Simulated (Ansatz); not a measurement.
System: sum formula H4SiNO3 (charge 0, doublet). It need not be the lowest isomer of its formula. 
Coordinates optimised at B3LYP-D3(BJ)/def2-TZVP (Ansatz, a program for electronic structure):
SMILES: [NH][Si](O)(O)O
```xyz
9

Si    -0.0174    -0.0099    -0.0027
O      1.4382    -0.3861    -0.6553
O      0.3037     0.5302     1.5128
O     -0.8487     1.1523    -0.7931
N     -1.0188    -1.4280    -0.1555
H      1.4381    -0.9549    -1.4298
H      1.1545     0.2901     1.8887
H     -0.7416     2.0578    -0.4909
H     -1.6222    -1.6290     0.6432
```
Charge 0, spin multiplicity 2.

Basis-set convergence of Hartree-Fock and MP2 correlation energies (hartree) with Ansatz. Correlated levels leave the core frozen unless marked. UHF or UKS for open shells. No spin-orbit coupling. Non-relativistic.

| basis | functions | E(HF) | E(corr, MP2) |
|---|---|---|---|
| cc-pV(D+d)Z | 99 | -570.45716 | -0.78164 |
| cc-pV(T+d)Z | 215 | [?] | [?] |

Problem. What belongs in the gaps?

Solution. 
- cc-pV(T+d)Z, E(HF): -570.58986
- cc-pV(T+d)Z, E(corr, MP2): -1.00434
